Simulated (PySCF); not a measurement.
CHCl2, SMILES Cl[CH]Cl (connectivity only; charge and spin as stated), charge +1, multiplicity 1. Atoms are numbered in the order given.

```xyz
4

Cl     0.0000    -1.4363     0.1567
C      0.0000     0.0000    -0.6057
Cl     0.0000     1.4363     0.1567
H      0.0000     0.0000    -1.6950
```
Charge +1, spin multiplicity 1.

The structure is a stationary point at B3LYP-D3(BJ)/def2-TZVP. The spin state was assumed, not searched. The isomer is the one that the SMILES or the coordinates give; other isomers of the formula were not compared.

Vertical ionisation energy (IE) and electron affinity (EA) in eV. Rows of orbital energies are one-electron estimates. Where ΔSCF, EOM or ADC give a negative EA the extra electron is unbound and the value depends on the basis.

```json
[
 {"level": "−ε(HOMO), −ε(LUMO), HF/def2-TZVPD (PySCF)", "IE": "19.69", "EA": "6.43"},
 {"level": "ADC(2)/aug-cc-pVDZ (PySCF)", "IE": "(withheld)", "EA": "(withheld)"}
]
```

### Question
What belongs in the gaps? (An estimate is asked for; the answer gives what the named calculation found.)

### Answer

- ADC(2)/aug-cc-pVDZ (PySCF), IE: 18.51
- ADC(2)/aug-cc-pVDZ (PySCF), EA: 8.54

### Question
Beyond the first one, list the lowest photoelectron lines from ADC(2)/aug-cc-pVDZ (PySCF) with their pole strengths (two spins summed). (An estimate is asked for; the answer gives what the named calculation found.)

### Answer
18.76 eV (1.80), 18.89 eV (1.81), 21.52 eV (1.78), 23.30 eV (1.77), 24.01 eV (1.74).
